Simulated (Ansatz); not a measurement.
The inner images of a band of AsH$_{5}$N$_{2}$ (8 atoms, charge 0, multiplicity 1) are given out of order.

The calculation used RKS PBE/def2-SVP (Ansatz 0.2.0).

Initial state:

```xyz
8
Properties=species:S:1:pos:R:3
N -0.775 0.552 -1.041
As 0.452 0.720 0.387
N 0.998 -1.059 0.369
H -1.643 1.057 -0.820
H -0.381 0.994 -1.883
H -0.722 0.697 1.421
H 0.264 -1.745 0.585
H 1.807 -1.215 0.982
```

Final state:

```xyz
8
Properties=species:S:1:pos:R:3
N -0.718 1.318 -0.642
As 0.187 0.556 0.808
N 0.818 -1.087 0.121
H -0.039 1.783 -1.260
H -1.210 0.617 -1.213
H -1.114 -0.039 1.392
H 0.277 -1.908 0.415
H 1.799 -1.241 0.379
```

Q: Put them in order from the first end to the last, with their energies above the first end.
A.
```xyz
8
Properties=species:S:1:pos:R:3
N -0.867 0.567 -0.939
As 0.363 0.723 0.500
N 1.028 -0.999 0.270
H -1.595 1.291 -0.831
H -0.360 0.815 -1.802
H -0.794 0.514 1.535
H 0.350 -1.751 0.440
H 1.875 -1.160 0.827
```
B.
```xyz
8
Properties=species:S:1:pos:R:3
N -1.072 0.853 -0.720
As 0.029 0.590 0.799
N 1.038 -0.825 0.072
H -1.064 1.858 -0.942
H -0.567 0.392 -1.494
H -0.988 -0.299 1.567
H 0.632 -1.748 0.268
H 1.992 -0.821 0.451
```
C.
```xyz
8
Properties=species:S:1:pos:R:3
N -1.017 0.717 -0.792
As 0.151 0.655 0.713
N 1.028 -0.883 0.107
H -1.328 1.695 -0.911
H -0.384 0.541 -1.589
H -0.911 -0.002 1.651
H 0.509 -1.753 0.273
H 1.951 -0.969 0.548
```
D.
```xyz
8
Properties=species:S:1:pos:R:3
N -0.950 0.624 -0.857
As 0.261 0.700 0.613
N 1.031 -0.940 0.175
H -1.491 1.504 -0.875
H -0.347 0.668 -1.694
H -0.850 0.272 1.628
H 0.425 -1.753 0.341
H 1.920 -1.076 0.669
```
E.
```xyz
8
Properties=species:S:1:pos:R:3
N -1.097 0.970 -0.644
As -0.062 0.518 0.857
N 1.073 -0.777 0.077
H -0.808 1.902 -0.968
H -0.870 0.315 -1.408
H -1.067 -0.527 1.398
H 0.787 -1.739 0.294
H 2.043 -0.663 0.394
```

A: A (+1.4 kJ/mol), D (+4.6 kJ/mol), C (+6.3 kJ/mol), B (+2.5 kJ/mol), E (-5.9 kJ/mol).

Time of the run: 81 s on 1 thread of Arm Neoverse V2, with other jobs on the host, peak memory 0.12 GiB.
